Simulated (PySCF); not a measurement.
**[GdCl4]− relaxed at several levels**

Computed with PySCF 2.14.0, def2-SVP on the ligands, density fitting, scalar-relativistic core potentials, no spin-orbit coupling, vacuum. Each row is relaxed at its own level from the same template. Distances are means of the shortest metal–ligand contacts, charges and spins Mulliken's; removal energies are rigid, with the ligand's formal charge and no counterpoise, so too large; for an anion taken off a cation in vacuum most of it is the attraction of opposite charges, and multiply charged cations can part far more cheaply with an electron moved from ligand to metal. lcecp potentials hold a fixed number of 4f electrons in the core, out of states, spins and gaps.

```tsv
level	basis on the metal	point group	M–Cl (Å)	charge on M (e)	removal of one Cl (eV)	strongest infrared band, degenerate modes summed (cm⁻¹)	unstable modes (below −25 cm⁻¹)
BP86	lcecp-1-SVP with ECP53	Td	2.566	0.55	4.95	302	0
```

(1) What does the calculation give for PBE0, lcecp-1-SVP with ECP53?

One start shape was tried for each, so a minimum needn't be the lowest isomer.

Answers

(1) point group: Td, M–Cl (Å): 2.557, charge on M (e): 0.75, removal of one Cl (eV): 5.01, strongest infrared band, degenerate modes summed (cm⁻¹): 309, unstable modes (below −25 cm⁻¹): 0.
```xyz
5

Gd    0.0000    0.0000    0.0000
Cl    1.4765    1.4765    1.4765
Cl   -1.4765   -1.4765    1.4765
Cl    1.4765   -1.4765   -1.4765
Cl   -1.4765    1.4765   -1.4765
```
